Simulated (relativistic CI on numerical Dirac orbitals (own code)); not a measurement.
Line list: Electric-dipole lines, Sb IX

These numbers are calculated, not measured: Dirac-Coulomb-Breit CI, separate exchange-only KLI orbitals for each configuration, QED by a radiative potential, unscaled Slater integrals (own radial code, finite nucleus).

Configurations in the expansion (outside the closed core [Ar] 3d10): 4s2.4p6.4d7, 4s2.4p5.4d8, 4s2.4p6.4d6.4f, 4s2.4p6.4d6.5s, 4s2.4p6.4d6.5p, 4s2.4p4.4d9, 4s2.4p6.4d5.5s2, 4s.4p6.4d8, 4s2.4p6.4d5.5s.5p, 4s2.4p6.4d6.5d, 4s2.4p6.4d5.5p2, 4s2.4p6.4d6.6s, 4s2.4p6.4d6.6p, 4p6.4d9, 4s2.4p6.4d6.6d, 4s2.4p5.4d7.5s. Levels of other configurations are missing.

```csv
λ vac (Å),Lower,Upper,A (s⁻¹),gf,Branching (%)
183.27,4s2.4p6.4d7 4F_9/2 [1],4s2.4p6.4d6.5p 4D°_7/2 [137],1.54e+10,6.21e-01,55.8
184.53,4s2.4p6.4d7 4F_9/2 [1],4s2.4p6.4d6.5p 4F°_9/2 [127],1.53e+10,7.83e-01,76.4
185.06,4s2.4p6.4d7 4F_7/2 [2],4s2.4p6.4d6.5p 4D°_7/2 [144],2.35e+10,9.64e-01,74.3
185.80,4s2.4p6.4d7 2G_9/2 [7],4s2.4p6.4d6.5p 2F°_7/2 [196],1.83e+10,7.57e-01,57.6
186.30,4s2.4p6.4d7 4F_5/2 [3],4s2.4p6.4d6.5p 4G°_5/2 [145],1.73e+10,5.40e-01,58.6
186.72,4s2.4p6.4d7 4F_3/2 [4],4s2.4p6.4d6.5p 4F°_3/2 [146],2.08e+10,4.35e-01,72.6
186.84,4s2.4p6.4d7 4F_9/2 [1],4s2.4p6.4d6.5p 4D°_7/2 [119],1.33e+10,5.58e-01,56.3
186.88,4s2.4p6.4d7 4F_7/2 [2],4s2.4p6.4d6.5p 4D°_5/2 [131],2.31e+10,7.26e-01,59.7
187.26,4s2.4p6.4d7 4F_5/2 [3],4s2.4p6.4d6.5p 4D°_3/2 [138],3.79e+10,7.98e-01,83.8
187.33,4s2.4p6.4d7 4F_7/2 [2],4s2.4p6.4d6.5p 4G°_9/2 [128],1.69e+10,8.88e-01,75.1
187.93,4s2.4p6.4d7 4F_5/2 [3],4s2.4p6.4d6.5p 4G°_7/2 [132],1.21e+10,5.12e-01,59.0
188.35,4s2.4p6.4d7 4F_7/2 [2],4s2.4p6.4d6.5p 2G°_9/2 [121],6.49e+09,3.45e-01,41.8
189.01,4s2.4p6.4d7 4F_9/2 [1],4s2.4p6.4d6.5p 4G°_11/2 [109],1.31e+10,8.40e-01,83.9
189.02,4s2.4p6.4d7 4F_9/2 [1],4s2.4p6.4d6.5p 4G°_9/2 [108],2.29e+10,1.22e+00,76.9
189.48,4s2.4p6.4d7 2G_7/2 [9],4s2.4p6.4d6.5p 2G°_7/2 [186],1.92e+10,8.27e-01,54.2
189.83,4s2.4p6.4d7 4F_9/2 [1],4s2.4p6.4d6.5p 4F°_7/2 [104],1.01e+10,4.37e-01,60.7
189.92,4s2.4p6.4d7 4F_9/2 [1],4s2.4p6.4d6.5p 4G°_11/2 [103],1.43e+10,9.29e-01,85.8
190.68,4s2.4p6.4d7 4F_7/2 [2],4s2.4p6.4d6.5p 4D°_5/2 [114],1.04e+10,3.42e-01,66.5
190.91,4s2.4p6.4d7 4F_9/2 [1],4s2.4p6.4d6.5p 2G°_7/2 [99],1.11e+10,4.84e-01,57.0
191.23,4s2.4p6.4d7 2H_11/2 [12],4s2.4p6.4d6.5p 2H°_11/2 [183],4.43e+10,2.91e+00,91.0
192.62,4s2.4p6.4d7 2G_9/2 [7],4s2.4p6.4d6.5p 4G°_9/2 [139],1.44e+10,8.02e-01,67.8
192.86,4s2.4p6.4d7 4F_9/2 [1],4s2.4p6.4d6.5p 6P°_7/2 [94],7.64e+09,3.41e-01,52.4
193.47,4s2.4p6.4d7 2H_11/2 [12],4s2.4p6.4d6.5p 2H°_11/2 [159],1.31e+10,8.83e-01,54.5
197.92,4s2.4p6.4d7 4F_9/2 [1],4s2.4p6.4d6.5p 6F°_7/2 [85],7.64e+09,3.59e-01,70.7
764.44,4s2.4p6.4d6.5s 6D_9/2 [20],4s2.4p6.4d6.5p 6F°_11/2 [92],4.02e+09,4.23e+00,99.8
768.45,4s2.4p6.4d6.5s 4H_9/2 [29],4s2.4p6.4d6.5p 2H°_11/2 [140],1.92e+09,2.04e+00,15.8
769.29,4s2.4p6.4d6.5s 4H_11/2 [32],4s2.4p6.4d6.5p 4I°_13/2 [142],2.98e+09,3.70e+00,75.9
790.01,4s2.4p6.4d6.5s 4H_13/2 [31],4s2.4p6.4d6.5p 4I°_15/2 [133],3.86e+09,5.79e+00,99.9
791.07,4s2.4p6.4d6.5s 2H_11/2 [44],4s2.4p6.4d6.5p 4H°_13/2 [179],2.94e+09,3.86e+00,45.3
792.26,4s2.4p6.4d6.5s 6D_5/2 [22],4s2.4p6.4d6.5p 6D°_7/2 [93],2.48e+09,1.87e+00,33.3
806.21,4s2.4p6.4d6.5s 2I_13/2 [54],4s2.4p6.4d6.5p 2K°_15/2 [197],3.71e+09,5.78e+00,99.8
807.40,4s2.4p6.4d6.5s 6D_7/2 [21],4s2.4p6.4d6.5p 6F°_9/2 [89],2.52e+09,2.46e+00,37.7
807.82,4s2.4p6.4d6.5s 2H_9/2 [40],4s2.4p6.4d6.5p 2H°_11/2 [159],1.99e+09,2.33e+00,8.3
818.01,4s2.4p6.4d6.5s 4H_9/2 [34],4s2.4p6.4d6.5p 2H°_11/2 [135],1.40e+09,1.69e+00,25.3
827.12,4s2.4p6.4d6.5s 4D_5/2 [26],4s2.4p6.4d6.5p 4F°_7/2 [104],2.20e+09,1.81e+00,13.2
828.63,4s2.4p6.4d6.5s 4D_7/2 [25],4s2.4p6.4d6.5p 4F°_9/2 [96],1.88e+09,1.94e+00,25.6
839.32,4s2.4p6.4d6.5s 2H_11/2 [38],4s2.4p6.4d6.5p 4H°_13/2 [134],2.05e+09,3.04e+00,39.0
895.83,4s2.4p6.4d6.5s 4H_13/2 [31],4s2.4p6.4d6.5p 4H°_13/2 [110],1.14e+09,1.91e+00,40.0
900.71,4s2.4p6.4d6.5s 4H_11/2 [32],4s2.4p6.4d6.5p 4G°_11/2 [109],1.08e+09,1.58e+00,6.9
903.12,4s2.4p6.4d6.5s 6D_9/2 [20],4s2.4p6.4d6.5p 6D°_9/2 [81],2.16e+09,2.64e+00,84.2
911.58,4s2.4p6.4d6.5s 6D_9/2 [20],4s2.4p6.4d6.5p 6D°_7/2 [80],1.40e+09,1.40e+00,45.1
915.24,4s2.4p6.4d6.5s 4H_9/2 [29],4s2.4p6.4d6.5p 4H°_9/2 [102],1.21e+09,1.52e+00,40.3
918.41,4s2.4p6.4d6.5s 2I_11/2 [55],4s2.4p6.4d6.5p 2K°_13/2 [151],1.86e+09,3.30e+00,24.7
919.70,4s2.4p6.4d6.5s 4H_13/2 [31],4s2.4p6.4d6.5p 4G°_11/2 [103],1.47e+09,2.23e+00,8.8
920.99,4s2.4p6.4d6.5s 6D_7/2 [21],4s2.4p6.4d6.5p 6D°_5/2 [82],1.57e+09,1.20e+00,59.5
```

Terms are leading LS components. Brackets give the number of a level in order of energy, since labels repeat. The list gives strong lines, with weight on those to low levels, without lines whose two gauges differ by over a factor of 2.5, among the lowest 200 of 2674 levels, so that lines to higher ones, which can be the strongest, are missing. Levels whose partners in the same complex of configurations lie outside the list can be far off, and so can their lines. Rates are taken at the computed energies, electric ones in the length gauge.

At this charge configurations can still be misplaced by up to about 7 % of their energy. Terms inside the open d or f shell come out 10 to 20 % too wide with unscaled integrals. Levels and lines within the n = 5 or 6 shells can be off by up to 10 % or somewhat more, and those that change n by about 2 %, since core polarisation is missing.

LS names give the leading component of a level, which can be under half, so a name can repeat, a term be missing and a line seem to break the LS rules.
